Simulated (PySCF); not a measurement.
Isomers of C8H10O2, mass 138.068 u with the commonest isotopes. Level of theory: PBE0/pcSseg-1 in PySCF (dipole) on a GFN2-xTB geometry, gas phase. One conformer each, none proved a minimum here; rigid rotors.

Question: Order these by rotational constant A, smallest first.
A. `[CH3:1][O:2][c:3]1[cH:4][cH:5][c:6]([CH:7]2[CH2:8][CH2:9]2)[o:10]1` with C1–O2–C3–C4 -2°, C5–C6–C7–C8 37°
B. `[O:1]=[C:2]1[CH:3]=[C:4]([CH:5]2[CH2:6][CH2:7][CH2:8]2)[CH2:9][O:10]1` with C3–C4–C5–C6 13°, O1–C2–C3–C4 180°, C4–C5–C6–C7 133°, C5–C6–C7–C8 -13°, C6–C7–C8–C5 13°
C. `[CH3:1][O:2][CH2:3][c:4]1[cH:5][cH:6][c:7]([OH:8])[cH:9][cH:10]1` with C1–O2–C3–C4 67°, O2–C3–C4–C5 48°, C6–C7–O8–H 1°
D. `[CH3:1][O:2][c:3]1[cH:4][cH:5][cH:6][cH:7][c:8]1[CH2:9][OH:10]` with C1–O2–C3–C4 4°, C7–C8–C9–O10 122°, C8–C9–O10–H 57° (2-methoxybenzyl alcohol)

Answer: D (1729 MHz), C (3390 MHz), B (3658 MHz), A (5004 MHz).

Question: Order these by dipole moment, largest first.
A. `[CH3:1][O:2][c:3]1[cH:4][cH:5][cH:6][cH:7][c:8]1[CH2:9][OH:10]` with C1–O2–C3–C4 4°, C7–C8–C9–O10 122°, C8–C9–O10–H 57°
B. `[CH3:1][O:2][c:3]1[cH:4][cH:5][c:6]([CH:7]2[CH2:8][CH2:9]2)[o:10]1` with C1–O2–C3–C4 -2°, C5–C6–C7–C8 37°
C. `[CH3:1][O:2][CH2:3][c:4]1[cH:5][cH:6][c:7]([OH:8])[cH:9][cH:10]1` with C1–O2–C3–C4 67°, O2–C3–C4–C5 48°, C6–C7–O8–H 1°
D. `[O:1]=[C:2]1[CH:3]=[C:4]([CH:5]2[CH2:6][CH2:7][CH2:8]2)[CH2:9][O:10]1` with C3–C4–C5–C6 13°, O1–C2–C3–C4 180°, C4–C5–C6–C7 133°, C5–C6–C7–C8 -13°, C6–C7–C8–C5 13°

Answer: D (6.04 D), A (3.16 D), B (1.47 D), C (0.98 D).

Question: Order these by rotational constant B, smallest first.
A. `[CH3:1][O:2][CH2:3][c:4]1[cH:5][cH:6][c:7]([OH:8])[cH:9][cH:10]1` with C1–O2–C3–C4 67°, O2–C3–C4–C5 48°, C6–C7–O8–H 1°
B. `[CH3:1][O:2][c:3]1[cH:4][cH:5][c:6]([CH:7]2[CH2:8][CH2:9]2)[o:10]1` with C1–O2–C3–C4 -2°, C5–C6–C7–C8 37°
C. `[CH3:1][O:2][c:3]1[cH:4][cH:5][cH:6][cH:7][c:8]1[CH2:9][OH:10]` with C1–O2–C3–C4 4°, C7–C8–C9–O10 122°, C8–C9–O10–H 57°
D. `[O:1]=[C:2]1[CH:3]=[C:4]([CH:5]2[CH2:6][CH2:7][CH2:8]2)[CH2:9][O:10]1` with C3–C4–C5–C6 13°, O1–C2–C3–C4 180°, C4–C5–C6–C7 133°, C5–C6–C7–C8 -13°, C6–C7–C8–C5 13°

Answer: B (670.0 MHz), A (729.2 MHz), D (747.8 MHz), C (1349 MHz).

```
            SMILES  point group  Ia (u·Å²)  Ib (u·Å²)  Ic (u·Å²)      κ  μa (D)  μb (D)  μc (D)
  COc1ccc(C2CC2)o1      near Cs     101.00     754.28     812.27  -0.98    0.52    1.37    0.12
    COCc1ccc(O)cc1           C1     149.07     693.01     742.24  -0.96    0.62    0.60    0.47
O=C1C=C(C2CCC2)CO1           C1     138.17     675.86     766.03  -0.94    5.81    1.38    0.91
      COc1ccccc1CO           C1     292.22     374.76     638.48   0.19    0.76    2.95    0.82
```
